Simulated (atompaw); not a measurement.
# How hard is this In (Z = 49) PAW (atompaw) potential?

* Element: indium
* Generator: atompaw 4.2.0.5
* Type: PAW
* Functional: PBE
* Relativity: scalar-relativistic
* Frozen core: [Kr]
* Valence charge: 13
* Reference configuration: 4d10 5s2 5p1
* Partial waves: 5s (bound): rc 3.00 bohr; 5s channel at 1.35 Ry: rc 3.00 bohr; 5p (bound): rc 3.00 bohr; 5p channel at 0.3 Ry: rc 3.00 bohr; 4d (bound): rc 1.65 bohr; 4d channel at -0.6 Ry: rc 1.65 bohr
* Local potential: bessel scheme, radius 2.40 bohr
* Core correction: smooth core density matched at 2.55 bohr
* Augmentation charge: sinc compensation charge, radius 2.20 bohr; PAW radius 3.00 bohr; waves and projectors: custom rrkj gramschmidtortho

The pseudo-atom Hamiltonian at the reference potential is diagonalised in spherical Bessel functions j_l(qr) that vanish at 20 bohr, with q² up to the cutoff. All-electron valence levels (Ry): 5s -0.6035, 5p -0.1851, 4d -1.3688.

How do the lowest levels (Ry) of each channel move with the cutoff, and are there ghosts?

```json
{"cutoff (Ry)": "8", "s #1": "-0.6035", "s #2": "-0.0269", "p #1": "-0.1851", "d #1": "-0.0627", "f #1": "0.0989", "Σ f·Δε (mRy)": "13060.5"}
{"cutoff (Ry)": "15", "s #1": "-0.6035", "s #2": "-0.0269", "p #1": "-0.1851", "d #1": "-0.7192", "f #1": "0.0989", "Σ f·Δε (mRy)": "6495.1"}
{"cutoff (Ry)": "25", "s #1": "-0.6036", "s #2": "-0.0269", "p #1": "-0.1851", "d #1": "-1.2750", "f #1": "0.0989", "Σ f·Δε (mRy)": "938.0"}
{"cutoff (Ry)": "45", "s #1": "-0.6036", "s #2": "-0.0269", "p #1": "-0.1851", "d #1": "-1.3678", "f #1": "0.0989", "Σ f·Δε (mRy)": "10.1"}
{"cutoff (Ry)": "60", "s #1": "-0.6036", "s #2": "-0.0269", "p #1": "-0.1851", "d #1": "-1.3685", "f #1": "0.0989", "Σ f·Δε (mRy)": "2.4"}
{"cutoff (Ry)": "90", "s #1": "-0.6036", "s #2": "-0.0269", "p #1": "-0.1851", "d #1": "-1.3687", "f #1": "0.0989", "Σ f·Δε (mRy)": "0.5"}
{"cutoff (Ry)": "400", "s #1": "-0.6036", "s #2": "-0.0269", "p #1": "-0.1851", "d #1": "-1.3688", "f #1": "0.0989", "Σ f·Δε (mRy)": "0.0"}
```

Result: no extra level below or beside the all-electron valence levels (s, p, d, f tested); 10 mRy is reached at 50 Ry and 1 mRy at 70 Ry.
